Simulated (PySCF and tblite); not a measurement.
The numbers below are computed, except where a source is named.
System: CH8BN3Si2, numbered as in [N:1]#[C:2][SiH2:3][N:4]([SiH3:5])[BH:6][NH2:7].

The path came from a restrained scan, a climbing-image band and a saddle search at GFN2-xTB; energies are revPBE/pcSseg-1 + D3(BJ)//GFN2-xTB, thermal terms GFN2-xTB. Rates follow Eyring's equation with the number of equivalent paths and no tunnelling. Run with tblite and PySCF.

Problem. How high is the barrier to the rotation about the B6–N7 bond (torsion N4–B6–N7–H from 178° to 362°, rising), through which structure does it pass, and what rate follows at 298 K?

Solution. The electronic barrier is 13.3 kcal/mol and ΔG‡(298 K) 13.4 kcal/mol, over a C1 saddle with an imaginary mode of 159i cm⁻¹ (GFN2-xTB). With 2 equivalent paths, k is 1990 s⁻¹, a mean lifetime of the start of 500 µs against this motion.
